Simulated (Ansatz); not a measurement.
SiEt(NMe2)3 (C₈H₂₃N₃Si). Total charge 0; singlet. Geometry PBE-D4/def2-SVP.

```xyz
35

Si   -0.2560   -0.0240   -0.0939
C    -1.3664    0.9092   -1.3253
C    -0.7008    2.1359   -1.9700
H    -2.3252    1.1928   -0.8376
H    -1.6410    0.1772   -2.1164
H    -1.3635    2.6234   -2.7155
H    -0.4300    2.9094   -1.2209
H     0.2388    1.8599   -2.4913
N     1.4374    0.0222   -0.5688
C     1.8773   -0.5725   -1.8138
C     2.4172    0.8802    0.0592
H     2.1407    0.1918   -2.5887
H     1.0812   -1.2201   -2.2350
H     2.7842   -1.2105   -1.6725
H     2.0098    1.3049    0.9976
H     3.3515    0.3222    0.3160
H     2.7242    1.7362   -0.5945
N    -0.6891   -1.7244   -0.1012
C    -2.0744   -2.1429   -0.1415
C     0.2336   -2.7917    0.2226
H    -2.2409   -2.9463   -0.8997
H    -2.7388   -1.2960   -0.4062
H    -2.4299   -2.5462    0.8399
H     1.2667   -2.3961    0.2780
H    -0.0006   -3.2775    1.2037
H     0.2148   -3.6022   -0.5465
N    -0.4382    0.6942    1.4984
C    -0.7867    2.0759    1.7457
C     0.0064   -0.0195    2.6781
H    -1.5620    2.1607    2.5453
H    -1.2004    2.5521    0.8356
H     0.0848    2.6966    2.0785
H     0.1725   -1.0899    2.4449
H     0.9599    0.3849    3.1045
H    -0.7571    0.0301    3.4914
```

Single mean-field runs in def2-TZVP are fitted with def2-universal-jkfit.

Estimate the orbital energies around the gap (eV) in Ansatz with HF/6-31G, PBE-D4/def2-SVP, PBE-D4/def2-TZVP, revPBE-D4/def2-TZVP, PBE0-D4/def2-SVP.


```tsv
orbital	HF/6-31G	PBE-D4/def2-SVP	PBE-D4/def2-TZVP	revPBE-D4/def2-TZVP	PBE0-D4/def2-SVP
HOMO−9	-13.60	-8.55	-8.63	-8.59	-10.04
HOMO−8	-13.52	-8.53	-8.61	-8.57	-10.01
HOMO−7	-13.44	-8.45	-8.53	-8.49	-9.93
HOMO−6	-13.20	-8.21	-8.29	-8.25	-9.68
HOMO−5	-12.71	-7.94	-8.02	-7.96	-9.38
HOMO−4	-12.66	-7.84	-7.93	-7.89	-9.28
HOMO−3	-11.56	-6.94	-7.00	-6.96	-8.30
HOMO−2	-9.40	-4.88	-5.04	-4.99	-6.24
HOMO−1	-9.05	-4.57	-4.73	-4.68	-5.90
HOMO	-8.89	-4.45	-4.61	-4.56	-5.77
LUMO	5.39	0.48	-0.01	0.13	1.34
LUMO+1	6.11	1.10	0.57	0.70	1.98
LUMO+2	6.42	1.29	0.76	0.87	2.19
LUMO+3	6.64	1.42	0.82	0.93	2.32
LUMO+4	6.84	1.67	1.19	1.30	2.61
LUMO+5	7.01	1.84	1.29	1.39	2.79
```
